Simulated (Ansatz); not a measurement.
Basis-set extrapolation for CH4BFO (`BOCF`) (PBE0-D4/def2-TZVP geometry, frozen core, Ansatz 0.2.0). Multiplicity 1, RHF reference.

```
                      def2-TZVPP   def2-QZVPP
                 HF  -239.311360  -239.322636
    MP2 correlation    -0.754157    -0.815004
CCSD(T) correlation    -0.805346      not run
```

Energies in hartree. Use E(X) = E(∞) + A·exp(−7.88·√X) for Hartree–Fock and E(X) = E(∞) + B·X^(−2.97) for correlation, with X = 3 and 4, and add CCSD(T) minus MP2 of the smaller set to the MP2 limit.

Task: What is the CCSD(T) energy at the basis-set limit?

Result: HF limit: -239.322636 + (-0.011276) × 0.13774 = -239.32419. MP2 limit: -0.815004 + (-0.060847) × 0.74074 = -0.86008. Higher-order term: -0.805346 − (-0.754157) = -0.05119. Total: -240.23546 hartree, 3.23 eV below CCSD(T)/def2-TZVPP.
